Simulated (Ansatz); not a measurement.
The same path of C$_{2}$H$_{7}$FN$_{2}$Si (13 atoms, charge 0, multiplicity 1) was run twice with different band settings. Lost on the way: Si5–H11. Made: N6–H11.

Theory: Ansatz, RKS B3LYP/def2-SVP.

Relaxed end points:

```xyz
13
Properties=species:S:1:pos:R:3
C 0.519 -1.826 0.787
C 0.448 -0.361 0.429
F 1.118 0.356 1.444
N 0.826 0.052 -0.892
Si -0.756 0.619 -0.624
N -1.077 2.292 -0.475
H 1.571 -2.166 0.779
H -0.048 -2.437 0.068
H 0.116 -2.004 1.796
H 1.683 -0.170 -1.391
H -1.916 0.019 -1.333
H -2.008 2.675 -0.602
H -0.456 2.917 0.028
```

```xyz
13
Properties=species:S:1:pos:R:3
C 0.617 -1.735 0.942
C 0.235 -0.493 0.179
F 0.620 0.633 1.041
N 0.591 -0.299 -1.140
Si -1.167 -0.162 -1.145
N -1.165 1.896 -0.523
H 1.714 -1.795 1.072
H 0.286 -2.632 0.398
H 0.158 -1.744 1.943
H 1.509 -0.359 -1.574
H -0.826 2.536 -1.245
H -2.067 2.242 -0.188
H -0.485 1.876 0.254
```

Common settings: movable images 7; climbing image yes; spring 5.0 eV/Å²; optimiser quadratic models (default); start path through a guess of the saddle point; end points relaxed.

| run | force threshold | iteration limit |
| --- | --- | --- |
| 1 | 0.03 eV/Å | 59 |
| 2 | 0.5 eV/Å | 60 |

(1) What does each run give, and how far can it be trusted?

## Answers

(1) Run 1: converged after 16 iterations, highest image 2.826 eV above the first end. Neighbouring images differ by up to 1.7 eV, so the band resolves the path poorly. A vibrational analysis at the climbing image gives one clearly imaginary mode, 1495i cm⁻¹: a first-order saddle point.
Run 2: converged after 9 iterations, highest image 2.868 eV above the first end. The threshold of 0.5 eV/Å is loose, so the images may lie well off the minimum-energy path. Neighbouring images differ by up to 1.6 eV, so the band resolves the path poorly. The order of the stationary point at the top wasn't checked.
The orbitals stay closed-shell, which can raise the energy where a bond breaks towards radicals; this wasn't checked here.
